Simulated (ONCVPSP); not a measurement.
# Reading a pseudo-wave (Cd)

Columns: radius, all-electron u(r) and pseudo u(r) of the 5p shell (level -1.67 eV) of cadmium in the configuration [Kr] 4d10 5s1.5 5p0.5; PBE, scalar-relativistic, ONCV scheme, ONCVPSP 4.0.1.

| r (bohr) | all-electron | pseudo |
| --- | --- | --- |
| 0.113 | -0.0342 | 0.0011 |
| 0.225 | 0.1047 | 0.0044 |
| 0.338 | 0.0778 | 0.0098 |
| 0.450 | -0.0312 | 0.0173 |
| 0.563 | -0.1279 | 0.0270 |
| 0.675 | -0.1775 | 0.0393 |
| 0.788 | -0.1813 | 0.0548 |
| 0.900 | -0.1513 | 0.0735 |
| 1.013 | -0.1003 | 0.0956 |
| 1.125 | -0.0396 | 0.1204 |
| 1.238 | 0.0247 | 0.1478 |
| 1.350 | 0.0873 | 0.1766 |
| 1.463 | 0.1468 | 0.2069 |
| 1.575 | 0.2007 | 0.2379 |
| 1.688 | 0.2497 | 0.2700 |
| 1.800 | 0.2928 | 0.3021 |
| 1.913 | 0.3309 | 0.3341 |
| 2.025 | 0.3636 | 0.3643 |
| 2.138 | 0.3920 | 0.3920 |
| 2.250 | 0.4159 | 0.4159 |
| 2.363 | 0.4362 | 0.4362 |
| 2.475 | 0.4528 | 0.4528 |
| 2.588 | 0.4664 | 0.4664 |
| 2.700 | 0.4770 | 0.4770 |
| 2.813 | 0.4852 | 0.4852 |
| 2.925 | 0.4911 | 0.4911 |

Question: How many radial nodes do the two functions have?

Answer: The all-electron 5p function has n − l − 1 = 3; the pseudo-wave has 0, since the states of the same l below it are removed with the core.

Question: At about which radius was the pseudo-wave matched?

Answer: 2.25 bohr, where the columns begin to agree (steps of 0.11 bohr).

Question: Is the pseudo-wave norm-conserving?

Answer: Yes: the ONCV scheme keeps the norm inside the radius equal to the all-electron one, which fixes the energy derivative of the logarithmic derivative at the level.
